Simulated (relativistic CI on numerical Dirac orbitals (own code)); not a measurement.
What each ingredient does to the levels of Mo XXVI

Base calculation: Dirac-Coulomb-Breit CI, orbitals from a KLI potential per configuration, QED by a radiative potential, unscaled Slater integrals.

Configurations in the expansion (outside the closed core [Ne]): 3s²3p⁵, 3s3p⁶, 3s²3p⁴3d, 3s3p⁵3d, 3p⁶3d, 3s3p⁴3d², 3s²3p³3d4p, 3p⁶4s, 3s²3p⁴4s, 3s3p⁴3d4s, 3p⁶4p, 3s²3p⁴4p, 3s²3p³3d², 3s²3p²3d³, 3s3p³3d³, 3s²3p²3d²4s, 3s²3p²3d²4p. Double excitations out of closed p, d and f shells are left out; levels of such configurations are missing from the list, as are those of other unlisted configurations, and high levels can miss mixing partners.

Variants: (1) valence Slater integrals scaled by 0.9; (2) configuration mixing switched off; (3) only the first 3 configurations. Shifts of the energy above 3s²3p⁵ ²P°3/2, in cm⁻¹, for the lowest level and the first level of each name with at least 55 % of one term (blank where a level changes its place among those of its configuration and J or its character, or is not in the variant):

```csv
Level,Base,Δ(1),Δ(2),Δ(3)
3s²3p⁵ ²P°3/2,0,0,0,0
3s²3p⁵ ²P°1/2,186912,+300,+1941,+1941
3s3p⁶ ²S1/2,784105,+17955,+156960,-11563
3s²3p⁴3d ⁴D5/2,888708,+7619,-15924,-15924
3s²3p⁴3d ⁴D7/2,909203,+7172,-16915,-16915
3s²3p⁴3d ⁴F9/2,954196,+2528,-19222,-19222
3s²3p⁴3d ⁴P1/2,1016249,+3,-37365,-10580
3s²3p⁴3d ⁴D1/2,1040200,+8326,-13863,-13437
3s²3p⁴3d ²G9/2,1163264,+54,-16723,-16723
3s²3p⁴3d ²S1/2,1292462,-19236,-101127,+27148
3s3p⁵3d ⁴P°1/2,1638306,+23514,+65233,
3s3p⁵3d ⁴P°3/2,1658498,+22573,+67783,
3s3p⁵3d ⁴F°7/2,1721925,+15537,+47765,
3s3p⁵3d ⁴F°9/2,1729522,+17224,+42145,
```

At this charge energies of transitions that change n are usually good to better than 1 %, and those within a shell (Δn = 0) to a few per cent.

Ionisation energy from the two ground configurations alone: base 1321.46 eV. The NIST ASD value (semi-empirical) is 1319.6 eV.

LS names give the leading component of a level, which can be under half, so a name can repeat, a term be missing and a line seem to break the LS rules.
